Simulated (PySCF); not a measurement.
CHO, charge +1. Atoms are numbered in the order given.

```xyz
3

C      0.0000     0.0000     0.5157
O      0.0000     0.0000    -0.5883
H      0.0000     0.0000     1.6126
```
Charge +1, spin multiplicity 1.

Geometry optimised at r2SCAN-D4/def2-TZVPD.

Method: r2SCAN-D4/def2-TZVPD (PySCF).

Frequencies are harmonic and unscaled.

Modes within 1.5 cm⁻¹ of each other (mostly degenerate sets) share a row, with their intensities summed.

Computed normal modes with their intensities:
```tsv
mode	ν (cm⁻¹)	IR (km/mol)	moving atoms (share of kinetic energy)
1–2	863	35.4	H 72 %, C 24 %
3	2248	110.7	O 42 %, C 38 %, H 20 %
4	3215	211.0	H 76 %, C 21 %
```
